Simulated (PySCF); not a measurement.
C₃H₉SSi, doublet, geometry from GFN2-xTB. Base run: MP2/6-31G* in PySCF.

Input for PySCF:
```python
from pyscf import gto, scf, mp

mol = gto.Mole()
mol.atom = '''
    C    -0.65581910    1.47443797   -1.21466416
    Si   -0.06314066   -0.07709093   -0.27769055
    C     1.51624336   -0.77988421   -1.08271036
    C    -1.43721760   -1.39878350   -0.23934351
    S     0.39453478    0.48170308    1.73515090
    H    -0.89939338    1.23332074   -2.24460081
    H    -1.54195054    1.89709658   -0.75084446
    H     0.11073349    2.24341738   -1.22277179
    H     1.87634128   -1.65065181   -0.54318165
    H     1.32639151   -1.07675845   -2.10938335
    H     2.31359264   -0.04286782   -1.08894708
    H    -1.70011851   -1.71096520   -1.24515718
    H    -2.33442814   -1.01686300    0.23830482
    H    -1.11899547   -2.27832619    0.31214292
'''
mol.basis = '6-31g*'
mol.spin = 1
mol.verbose = 4
mol.build()

mf = scf.UHF(mol)
mf.kernel()

pt = mp.MP2(mf)
pt.kernel()
print('E(MP2) = %.10f' % pt.e_tot)
```

Variants of this job, named by their change:

```csv
change,ΔE vs base (mEh),MP2 correlation (Eh),basis functions,core-seconds (rough)
base,0.000,-0.58837,96,4
frozen = 12,20.521,-0.56785,96,3
cart = on,-23.126,-0.60827,101,4
density fitting = JK and correlation,0.185,-0.58822,96,2
frozen = 14,65.438,-0.52293,96,4
frozen = 13,?,?,96,3
method = cisd,?,-,96,40
```

Problem. What belongs in the gaps?

Solution. 
- frozen = 13, ΔE vs base (mEh): 22.013
- frozen = 13, MP2 correlation (Eh): -0.56636
- method = cisd, ΔE vs base (mEh): 41.134

Open shells are given as the SCF converged; they aren't shown to be the lowest states, and a large step between rows can be another state.
